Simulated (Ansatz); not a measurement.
Born–Oppenheimer molecular dynamics of BrCl₂F₂HZr (7 atoms, charge 0, multiplicity 1). It starts at the highest image of a converged band, a first-order saddle point between two minima.

Level of theory: RKS B3LYP-D4/def2-SVP in Ansatz 0.2.0.

```
ensemble                      : NVE (velocity Verlet)
time step                     : 0.5 fs
steps asked                   : 200
starting velocities drawn for : 300 K
seed                          : 5919
```

First frame:

```xyz
7
Properties=species:S:1:pos:R:3
Zr 0.128 -0.329 0.014
Cl -0.414 -0.183 2.565
F 1.624 -0.117 -1.122
F -0.507 1.452 -0.073
Cl -1.489 -1.614 -1.075
Br 1.576 -2.332 1.338
H 0.570 -1.397 2.351
```

**Question.** How far do the bonds stretch over the last three quarters of this one trajectory? (Pairs bonded in most of those frames.)

**Answer.** 
```json
{"bond": "Zr1–Cl2", "mean (Å)": "2.812", "spread (Å)": "0.017", "shortest": "2.76", "longest": "2.84"}
{"bond": "Zr1–F3", "mean (Å)": "1.880", "spread (Å)": "0.049", "shortest": "1.82", "longest": "1.96"}
{"bond": "Zr1–F4", "mean (Å)": "1.907", "spread (Å)": "0.014", "shortest": "1.88", "longest": "1.93"}
{"bond": "Zr1–Cl5", "mean (Å)": "2.339", "spread (Å)": "0.003", "shortest": "2.33", "longest": "2.34"}
{"bond": "Zr1–Br6", "mean (Å)": "2.714", "spread (Å)": "0.124", "shortest": "2.50", "longest": "2.86"}
{"bond": "Cl2–H7", "mean (Å)": "1.360", "spread (Å)": "0.044", "shortest": "1.27", "longest": "1.46"}
```

Mean temperature of the second half: 316 K. The conserved energy stayed within 0.033 meV per atom of its start (net change 0.024 meV per atom), so the integration is sound. A run of 0.1 ps of so small a system gives no equilibrium averages. The orbitals stay closed-shell, which can raise the energy where a bond breaks towards radicals; this wasn't checked here.

Time of the run: 10 min on 4 threads of Arm Neoverse V2, with other jobs on the host, peak memory 0.39 GiB.
